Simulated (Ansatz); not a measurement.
Basis-set extrapolation for CH₆O₂SSi (`OC(S)O[SiH3]`) (PBE0-D4/def2-TZVP geometry, frozen core, Ansatz). Multiplicity 1, RHF reference.

```json
{"": "HF", "def2-TZVPP": "-877.680739", "def2-QZVPP": "-877.710371"}
{"": "MP2 correlation", "def2-TZVPP": "-0.949056", "def2-QZVPP": "-1.024420"}
{"": "CCSD(T) correlation", "def2-TZVPP": "-1.033771", "def2-QZVPP": "not run"}
```

Energies in hartree. Use E(X) = E(∞) + A·exp(−7.88·√X) for Hartree–Fock and E(X) = E(∞) + B·X^(−2.97) for correlation, with X = 3 and 4, and add CCSD(T) minus MP2 of the smaller set to the MP2 limit.

**Question.** What is the CCSD(T) energy at the basis-set limit?

**Answer.** HF limit: -877.710371 + (-0.029632) × 0.13774 = -877.71445. MP2 limit: -1.024420 + (-0.075364) × 0.74074 = -1.08025. Higher-order term: -1.033771 − (-0.949056) = -0.08471. Total: -878.87941 hartree, 4.49 eV below CCSD(T)/def2-TZVPP.
